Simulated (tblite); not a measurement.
Compound: C₄H₁₃ClOSi₂.
SMILES with atom numbers: `[CH3:1][CH2:2][Si@@:3]([Cl:4])([O:5][CH3:6])[SiH2:7][CH3:8]` (hydrogens: H9, H10, H11 on C1; H12, H13 on C2; H14, H15, H16 on C6; H17, H18 on Si7; H19, H20, H21 on C8)

A start from a force field or distance geometry was refined with tblite, GFN2-xTB geometry optimisation, gas phase. Values at the start:

```tsv
coordinate	start
C1–C2	1.522 Å
C1–H9	1.099 Å
C2–Si3	1.858 Å
C2–H12	1.112 Å
C2–H13	1.121 Å
Si3–Cl4	2.073 Å
Si3–O5	1.721 Å
Si3–Si7	2.219 Å
O5–C6	1.400 Å
C6–H14	1.106 Å
Si7–C8	1.872 Å
Si7–H17	1.467 Å
Si7–H18	1.469 Å
C8–H19	1.122 Å
C1–C2–Si3	108.6°
C2–Si3–Cl4	108.8°
C2–Si3–O5	106.8°
Si3–O5–C6	106.0°
Si3–Si7–C8	106.6°
Cl4–Si3–O5	112.7°
Cl4–Si3–Si7	108.5°
O5–Si3–Si7	106.3°
```

Task: How do these coordinates change at the GFN2-xTB level?

Result: 
```json
{"coordinate": "Si3–Si7", "GFN2-xTB (Å or °)": "2.318", "change": "+0.099"}
{"coordinate": "Si3–O5", "GFN2-xTB (Å or °)": "1.634", "change": "-0.087"}
{"coordinate": "C2–Si3", "GFN2-xTB (Å or °)": "1.918", "change": "+0.060"}
{"coordinate": "Si3–Cl4", "GFN2-xTB (Å or °)": "2.023", "change": "-0.050"}
{"coordinate": "C8–H19", "GFN2-xTB (Å or °)": "1.087", "change": "-0.035"}
{"coordinate": "C2–H13", "GFN2-xTB (Å or °)": "1.093", "change": "-0.028"}
{"coordinate": "Si7–C8", "GFN2-xTB (Å or °)": "1.898", "change": "+0.026"}
{"coordinate": "C2–H12", "GFN2-xTB (Å or °)": "1.093", "change": "-0.019"}
{"coordinate": "C6–H14", "GFN2-xTB (Å or °)": "1.090", "change": "-0.016"}
{"coordinate": "C1–H9", "GFN2-xTB (Å or °)": "1.088", "change": "-0.011"}
{"coordinate": "Si7–H17", "GFN2-xTB (Å or °)": "1.476", "change": "+0.009"}
{"coordinate": "Si7–H18", "GFN2-xTB (Å or °)": "1.475", "change": "+0.006"}
{"coordinate": "O5–C6", "GFN2-xTB (Å or °)": "1.395", "change": "-0.005"}
{"coordinate": "C1–C2", "GFN2-xTB (Å or °)": "1.526", "change": "+0.004"}
{"coordinate": "Si3–O5–C6", "GFN2-xTB (Å or °)": "128.6", "change": "+22.6"}
{"coordinate": "Cl4–Si3–O5", "GFN2-xTB (Å or °)": "99.1", "change": "-13.6"}
{"coordinate": "Cl4–Si3–Si7", "GFN2-xTB (Å or °)": "114.4", "change": "+5.9"}
{"coordinate": "O5–Si3–Si7", "GFN2-xTB (Å or °)": "112.2", "change": "+5.9"}
{"coordinate": "Si3–Si7–C8", "GFN2-xTB (Å or °)": "111.4", "change": "+4.8"}
{"coordinate": "C1–C2–Si3", "GFN2-xTB (Å or °)": "113.2", "change": "+4.6"}
{"coordinate": "C2–Si3–O5", "GFN2-xTB (Å or °)": "110.0", "change": "+3.2"}
{"coordinate": "C2–Si3–Cl4", "GFN2-xTB (Å or °)": "107.6", "change": "-1.2"}
```

The energy falls by 25.5 kcal/mol over 271 L-BFGS steps, the largest force on an atom goes from 2.46 to 0.010 eV/Å, and the atoms move by 0.978 Å rms after alignment. The bond that changes most is Si3–Si7 (chlorine-bound silicon to SiH2 silicon), which lengthens by 0.099 Å. Bonds longer at the end by more than 0.005 Å: 5 of 20; shorter: 14. Among the dihedrals that turn most is H13–C2–Si3–Cl4, from 113° to -167°. Rotational constants go from 1234, 1013, 763.0 to 1079, 895.5, 797.3 MHz.

Hardware: one thread of an Arm Neoverse N1, on a shared host. Cost: 4.8 s.

Its GFN2-xTB frequencies are all real (lowest 29 cm⁻¹). The numbers are those of one conformer. 3 starts were optimised and ended at 0.00, 0.24 and 0.27 kcal/mol (GFN2-xTB); the lowest of these is shown.

The numbers are calculated, not measured.
